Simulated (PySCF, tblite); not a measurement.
Isomers of [C6H14P]+ (charge +1). Computed with GFN2-xTB (tblite): harmonic, unscaled wavenumbers at the GFN2-xTB geometry, gas phase. The method is semi-empirical: single wavenumbers can be off by several per cent or more. Modes of hydrogen on phosphorus can be 10 to 20 % off. One conformer each.

Electronic energies: PBE0-D3(BJ)/def2-SVP at its own geometries (PySCF, gas phase).

```csv
SMILES,"electronic energy, lowest = 0 (kJ/mol)"
CC[C@@H]1[C@H](C)[P@H+]1C,106.7
CC[C@@H]1C[P@@H+]1CC,117.2
CC(C)[C@@H]1C[P@@H+]1C,115.4
C[C@@H]1CC[C@@H](C)[PH2+]1,17.0
C[P+](C)(C)C1CC1,0.0
```

Problem. How do GFN2-xTB zero-point energies change the relative energies?

Solution. 
| SMILES | ZPE (kJ/mol) | of it from modes above 1550 cm⁻¹ | electronic (kJ/mol) | with ZPE, lowest = 0 (kJ/mol) | lowest mode (cm⁻¹) | rings |
| --- | --- | --- | --- | --- | --- | --- |
| C[P+](C)(C)C1CC1 | 475.7 | 254.1 | 0.0 | 0.0 | 43 | 1 |
| C[C@@H]1CC[C@@H](C)[PH2+]1 | 482.5 | 244.7 | 17.0 | 23.8 | 50 | 1 |
| CC[C@@H]1[C@H](C)[P@H+]1C | 476.5 | 248.7 | 106.7 | 107.5 | 68 | 1 |
| CC(C)[C@@H]1C[P@@H+]1C | 476.6 | 249.4 | 115.4 | 116.3 | 62 | 1 |
| CC[C@@H]1C[P@@H+]1CC | 478.3 | 248.9 | 117.2 | 119.8 | 52 | 1 |

The zero-point energies span 6.8 kJ/mol, from `C[P+](C)(C)C1CC1` to `C[C@@H]1CC[C@@H](C)[PH2+]1`. The order is unchanged.

Problem. And how do the electronic energies of GFN2-xTB itself compare?

Solution. `C[P+](C)(C)C1CC1` 23.3; `C[C@@H]1CC[C@@H](C)[PH2+]1` 0.0; `CC[C@@H]1[C@H](C)[P@H+]1C` 116.9; `CC(C)[C@@H]1C[P@@H+]1C` 118.9; `CC[C@@H]1C[P@@H+]1CC` 128.0 kJ/mol, lowest = 0. Against the energies above, taken from the same isomer `C[P+](C)(C)C1CC1`, the largest difference is 40.3 kJ/mol. The two levels were optimised apart and needn't hold the same conformer.

Problem. What do entropy and thermal enthalpy add at 298.15 K and 1 bar (rigid rotor, harmonic oscillator, one conformer each)?

Solution. 
| SMILES | point group | symmetry number | S (J/(mol K)) | H − H(0) (kJ/mol) | ZPE + H − H(0) − TS (kJ/mol) |
| --- | --- | --- | --- | --- | --- |
| C[P+](C)(C)C1CC1 | C1 | 1 | 409.9 | 29.84 | 383.3 |
| C[C@@H]1CC[C@@H](C)[PH2+]1 | C2 | 2 | 371.6 | 25.61 | 397.4 |
| CC[C@@H]1[C@H](C)[P@H+]1C | C1 | 1 | 409.7 | 29.51 | 383.9 |
| CC(C)[C@@H]1C[P@@H+]1C | C1 | 1 | 403.1 | 28.86 | 385.3 |
| CC[C@@H]1C[P@@H+]1CC | C1 | 1 | 406.9 | 28.66 | 385.6 |
